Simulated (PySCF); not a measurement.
Task: What does the PBE0-D3(BJ)/def2-SVP structure of `C#[C][Ga]1[CH2]CC[C@H]1CC` look like in three dimensions?

Result: 
```xyz
22
C8H13Ga angstrom
C      2.6322    3.1667   -0.6108
C      2.0987    2.1018   -0.3438
Ga     1.2271    0.4455    0.0542
C      1.5316   -0.9128    1.4545
C      0.6780   -2.0722    0.9171
C     -0.6005   -1.5542    0.2384
C     -0.2891   -0.4893   -0.8275
C     -1.4871    0.3221   -1.3118
C     -2.0222    1.3208   -0.2950
H      3.1046    4.1042   -0.8471
H      1.1131   -0.5250    2.4019
H      2.5750   -1.1914    1.6611
H      1.2639   -2.6407    0.1718
H      0.4168   -2.7941    1.7097
H     -1.2546   -1.1171    1.0155
H     -1.1696   -2.3960   -0.1953
H      0.1610   -1.0082   -1.6974
H     -1.2060    0.8657   -2.2291
H     -2.3041   -0.3630   -1.6101
H     -2.3218    0.8303    0.6450
H     -1.2599    2.0807   -0.0477
H     -2.9044    1.8583   -0.6752
```

Orientation and origin are arbitrary. Atoms count from 1 in this order. The 3 C–Ga bonds span 1.913 Å (C2–Ga3, drawn single) to 1.987 Å (Ga3–C7, drawn single), a spread of 0.074 Å. Of the pairs four or more bonds apart, H15···H20 is among the closest relative to their van der Waals radii: 2.25 Å, 94 % of the sum of Bondi's values. The 5-membered ring Ga3–C4–C5–C6–C7 has internal angles of 96.2° to 111.8°; it is puckered, 0.19 Å rms from its mean plane, widest ring torsion 53°. Ga3 (gallium bonded to 3 C) is planar (angles 132.3°, 131.5° and 96.2°, sum 360.0°, 0.00 Å off the plane of its three neighbours).

Bonds between heavy atoms (Å): C1≡C2 1.221, C2–Ga3 1.913, Ga3–C4 1.974, C4–C5 1.537, C5–C6 1.537, C6–C7 1.539, C7–C8 1.526, C8–C9 1.522, Ga3–C7 1.987.

Computed with PBE0-D3(BJ)/def2-SVP geometry optimisation, gas phase (PySCF 2.14.0).

Point group: C1 (no symmetry element, even within 0.4 Å). No PBE0-D3(BJ)/def2-SVP frequencies stand behind this structure, so it isn't proved a minimum. The numbers are those of one conformer (C6–C7–C8–C9 72°, C2–Ga3–C4–C5 -167°, Ga3–C4–C5–C6 -36°, C4–C5–C6–C7 53°, C5–C6–C7–C8 -166°).
